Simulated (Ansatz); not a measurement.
Reaction (ligand exchange at a Ga–O bond): `[SiH3][O][GaH][Br]` + `CNC` → `C[N](C)[GaH][Br]` + `O[SiH3]`

Computed with Ansatz on PBE0-D4/def2-TZVP structures; ΔE is electronic, products minus reactants. CCSD(T)/CBS is the MP2 limit (def2-TZVPP, def2-QZVPP) plus CCSD(T) − MP2 in def2-TZVPP, frozen cores. DFT in def2-TZVPP. For Br, Ga outer-core shells are correlated without core-valence functions, which leaves a few kJ/mol of doubt a bond. Scalar relativity is left out up to krypton. One conformer a species, not always the lowest.

CCSD(T)/CBS gives +0.24 eV.

Problem. Another level gave +0.39 eV. Which?
A. LDA (SPW92)/def2-TZVPP
B. BHLYP/def2-TZVPP
C. r2SCAN0/def2-TZVPP
D. MP2/def2-TZVPP

Solution. B. BHLYP 0.39, r2SCAN0 0.32, MP2/def2-TZVPP 0.23, LDA (SPW92) 0.12 eV.

Largest T1 diagnostic among the species: 0.012.

The D4 term adds −0.04 eV with B3LYP and −0.02 eV with PBE0; it sums over pairs of atoms, weighted by their polarisabilities, and B3LYP, whose exchange is more repulsive, gets the larger term. In def2-TZVPP, CCSD(T) changes the Hartree–Fock value by −0.26 eV (the triples alone add −0.03 eV) and MP2 by −0.29 eV.

B3LYP here is the variant with VWN-RPA as its local correlation; programs differ in this.
